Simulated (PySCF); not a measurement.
Species: C6H14N (charge +1).
Cartesian coordinates in Å at the PBE0-D3(BJ)/def2-SVP level; atoms count from 1:
```xyz
21
C6H14N angstrom
C      1.8495   -0.4374    0.6451
C      0.8974   -0.2278   -0.5303
C      0.1522    1.1125   -0.4802
C     -0.9035    1.1418    0.6214
C     -1.8663   -0.0228    0.5012
N     -1.1044   -1.3159    0.4555
C     -0.1072   -1.3655   -0.6662
H      1.3508   -0.3992    1.6286
H      2.3749   -1.4015    0.5713
H      2.6141    0.3520    0.6606
H      1.4959   -0.2560   -1.4551
H     -0.3327    1.2955   -1.4539
H      0.8697    1.9328   -0.3344
H     -1.4909    2.0707    0.5761
H     -0.4357    1.1348    1.6202
H     -2.5713   -0.0834    1.3421
H     -2.4446    0.0221   -0.4339
H     -0.6045   -1.4425    1.3454
H     -1.7549   -2.1062    0.3832
H     -0.6888   -1.2867   -1.5963
H      0.3719   -2.3545   -0.6354
```

NICS = −σ at a ghost point: NICS(0) at the centroid of the ring atoms, NICS(1) 1 Å to either side along the normal of their mean plane, zz for the tensor component along that normal. Level: GIAO CAM-B3LYP/pcSseg-1 (PySCF, non-relativistic, gas phase) on the PBE0-D3(BJ)/def2-SVP geometry, one conformer.

Ring bond lengths (Å): C2–C3 1.534, C3–C4 1.526, C4–C5 1.516, C5–N6 1.502, N6–C7 1.502, C7–C2 1.524.

Give the NICS values of each ring in ppm.

```
             ring                                             type  NICS(0)  NICS(1), two faces  NICS(1)zz, two faces  rms pucker (Å)  centre to ring atoms, mean (Å)
C2–C3–C4–C5–N6–C7  6-membered ring with N; formal bonds all single     -2.6         -1.7 / -2.5             2.1 / 1.8            0.23                            1.46
```

What do they say, and how far can they be read as aromaticity?

- C2–C3–C4–C5–N6–C7: mean NICS(1)zz 1.9 ppm, near zero. C2, C3, C4, C5, N6, C7 have four or more neighbours; no verdict on aromaticity is drawn.

How shielded are the nuclei of the rings and their hydrogens (means over atoms taken as equivalent)?

```
atoms                   environment  σ isotropic (ppm)
   C2                 sp3 CH carbon              155.2
   C3               ring CH2 carbon              154.7
   C4               ring CH2 carbon              163.2
   C5  sp3 carbon bound to nitrogen              130.5
   N6             ammonium nitrogen              203.4
   C7  sp3 carbon bound to nitrogen              125.7
  H11              methine hydrogen              29.07
  H12            methylene hydrogen              29.48
  H13            methylene hydrogen              29.34
  H14            methylene hydrogen              29.26
  H15            methylene hydrogen              29.24
  H16            methylene hydrogen              27.79
  H17            methylene hydrogen              28.24
  H18                  N–H hydrogen              27.18
```

The list is cut; further classes of hydrogen are left out.

How do the values depend on the level or the medium?

```csv
level,"NICS(0), C2–C3–C4–C5–N6–C7","mean NICS(1)zz, C2–C3–C4–C5–N6–C7"
"CAM-B3LYP/pcSseg-1, gas",-2.6,1.9
"PBE0/pcSseg-1, gas",-2.7,2.0
```

The geometry is the same throughout.
